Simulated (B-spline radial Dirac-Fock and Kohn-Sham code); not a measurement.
These are calculated numbers from an atomic code on a B-spline grid; the model is Dirac-Fock orbitals of the configuration average with a finite nucleus.

Question: This computed X-ray form factor belongs to an atom or ion in its tabulated ground configuration. Which?

```
sin θ/λ (Å⁻¹)      f₀
         0.04  48.950
         0.05  48.921
         0.22  47.512
         0.35  45.368
         0.43  43.681
         1.06  27.509
         2.08  14.953
         2.61  12.240
         4.08   6.654
```

Answer: Tl³²⁺, with 49 electrons in [Kr] 4d10 4f3. f₀ tends to the number of electrons as s goes to zero, which the first rows give only roughly, and the rate of fall reflects the nuclear charge, 81.

Question: This computed X-ray form factor belongs to an atom or ion in its tabulated ground configuration. Which?

```csv
sin θ/λ (Å⁻¹),f₀
0.08,10.997
0.1,10.995
0.11,10.994
0.17,10.986
0.2,10.980
0.73,10.746
0.87,10.643
1.26,10.282
2.64,8.493
```

Answer: Pb⁷¹⁺, with 11 electrons in [Ne] 3s1. f₀ tends to the number of electrons as s goes to zero, which the first rows give only roughly, and the rate of fall reflects the nuclear charge, 82.
